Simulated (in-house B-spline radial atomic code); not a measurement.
**BSE on G0W0@HF excitations of Be**

Method: BSE on G0W0@HF. Computed with an all-electron radial atomic-structure program (B-spline basis): linear response of the closed shell [He] 2s2 with a statically screened interaction on G0W0 levels; non-relativistic, point nucleus, no spin-orbit coupling, no double excitations, S, P, D and F terms only.

Only levels near the gap carry their own quasi-particle shift, so the BSE energies are approximate.

Command:
```bash
python run_td.py task.json out
```
Settings (radii: box in bohr, nucleus in fm):
```
Z                        4
electrons                4
configuration            [He] 2s2
hamiltonian              nr
method                   bse
box_radius               75
intervals                51
```

Run time, properties included: 6.7 s on 1 thread of Arm Neoverse N1 (shared host).

The lowest states, in the order of their Tamm-Dancoff energies; the method's threshold (minus the highest G0W0 level) is 9.198 eV. Labels give the largest channel, * marks a mixed state, and oscillator strengths are full-response dipole values. Measured ¹D terms are left out, since they can mix with doubly excited terms. Energies in eV:

```
     state  full response  Tamm-Dancoff  oscillator strength  measured (J-weighted term)
2s → 2p 3P          2.961         3.154                    -                       2.725
2s → 2p 1P          5.800         6.123                 1.58                       5.277
2s → 3s 3S          6.415         6.432                    -                       6.457
2s → 3s 1S          6.935         6.950                    -                       6.779
2s → 3p 3P          7.243         7.249                    -                           -
2s → 3d 3D          7.634         7.635                    -                       7.694
2s → 3p 1P              ?             ?                    ?                           ?
2s → 3d 1D          7.707         7.708                    -                           -
2s → 4s 3S          7.904         7.907                    -                           -
2s → 4s 1S          8.052         8.057                    -                           -
2s → 4p 3P          8.165         8.167                    -                           -
2s → 4p 1P          8.274         8.302               0.0123                           -
2s → 4d 3D              ?             ?                    -                           -
2s → 4f 3F          8.346         8.346                    -                           -
2s → 4f 1F          8.347         8.347                    -                           -
2s → 4d 1D          8.357         8.357                    -                           -
2s → 5s 3S          8.442         8.444                    -                           -
```

**Question.** Where does 2s → 4d 3D lie?

**Answer.** At 8.322 eV in full response, 8.322 eV in Tamm-Dancoff.

**Question.** Where does 2s → 3p 1P lie?

**Answer.** At 7.559 eV in full response, 7.642 eV in Tamm-Dancoff, oscillator strength 0.0718; measured 7.462 eV.

**Question.** How large is the singlet-triplet splitting of 2s → 2p (P terms) in Tamm-Dancoff?

**Answer.** 2.97 eV, from the unrounded values.

**Question.** What polarisabilities and dispersion coefficient does the method give?

**Answer.** Dipole 36.59 bohr³, quadrupole 308 bohr⁵, C6 220.2 hartree·bohr⁶ for two such species. Recommended dipole value: 37.74 ± 0.03 bohr³ (Schwerdtfeger and Nagle, table of static dipole polarizabilities (2023 update)), which includes relativity and correlation.
